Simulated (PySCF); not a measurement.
Members of the series SiXY, Y = H; each row names its spin state. Isolated molecules, 0 K electronic values unless said otherwise. One relaxed conformer stands for each flexible species; it need not be the lowest. Strings in code marks are SMILES.

These are PBE0-D3(BJ)/def2-TZVP (PySCF) values and carry that method's errors. 

| species | dipole moment (D) |
|---|---|
| X = methyl, multiplicity 3 (`C[SiH]` (excited triplet)) | 1.06 |
| X = hydroxy, multiplicity 3 (`O[SiH]` (excited triplet; H–O–Si–H torsion 98°)) | – |
| X = amino, multiplicity 3 (`[SiH]N` (excited triplet)) | – |
| X = silyl, multiplicity 3 (`[SiH3][SiH]` (excited triplet)) | [?] |
| X = cyano, multiplicity 1 (`[SiH]C#N` (lower singlet)) | 3.12 |
| X = mercapto, multiplicity 1 (`[SiH]S` (lower singlet; H–Si–S–H torsion 180°)) | – |
| X = isocyano, multiplicity 1 (`[SiH][N+]#[C-]` (lower singlet)) | 2.66 |
| X = AlH2, multiplicity 3 (`[SiH][AlH2]` (triplet; the order of the spin states depends on the level)) | – |

Problem. Some entries are withheld; supply them.

Solution. 
- X = silyl, multiplicity 3 (`[SiH3][SiH]` (excited triplet)), dipole moment (D): 0.16
